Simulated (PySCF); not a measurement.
Isomers of C5H4O2, one GFN2-xTB conformer each. Single-point energies are computed at PBE0/pcSseg-1 (PySCF, gas phase, no added dispersion term), electronic only.

```csv
SMILES,GFN2-xTB relative energy (kJ/mol)
C=CC#CC(=O)O,145.7
O=C(O)C=C1C=C1,202.2
O=Cc1ccoc1,0.0
```

Conformers: `[CH2:1]=[CH:2][C:3]#[C:4][C:5](=[O:6])[OH:7]` with C4–C5–O7–H 180°; `[O:1]=[C:2]([OH:3])[CH:4]=[C:5]1[CH:6]=[CH:7]1` with O1–C2–O3–H 0°, O1–C2–C4–C5 180°; `[O:1]=[CH:2][c:3]1[cH:4][cH:5][o:6][cH:7]1` with O1–C2–C3–C4 180°.

Q: What does PBE0/pcSseg-1 give for the same structures?

A: 
```csv
SMILES,PBE0/pcSseg-1 E (Eh),PBE0/pcSseg-1 (kJ/mol),GFN2-xTB (kJ/mol),point group
O=Cc1ccoc1,-342.92555,0.0,0.0,Cs
C=CC#CC(=O)O,-342.88352,110.4,145.7,Cs
O=C(O)C=C1C=C1,-342.87155,141.8,202.2,Cs
```

Both levels put the same isomer lowest; measured from each level's own lowest isomer, the values differ by up to 60.4 kJ/mol (O=C(O)C=C1C=C1: 202.2 against 141.8). As drawn, the lowest has an aromatic ring, which the highest lacks; the highest has a three-membered ring, an O–H bond and a C(=O)–O unit, which the lowest lacks.

Q: Which frontier levels, dipoles and rotational constants go with these structures?

A: 
| SMILES | HOMO (eV, PBE0/pcSseg-1) | LUMO (eV) | dipole (D) | A, B, C (MHz) |
| --- | --- | --- | --- | --- |
| O=Cc1ccoc1 | -7.28 | -1.55 | 3.17 | 8313, 2000, 1612 |
| C=CC#CC(=O)O | -7.73 | -2.07 | 2.71 | 9332, 1150, 1024 |
| O=C(O)C=C1C=C1 | -6.80 | -1.18 | 5.11 | 8252, 1712, 1418 |
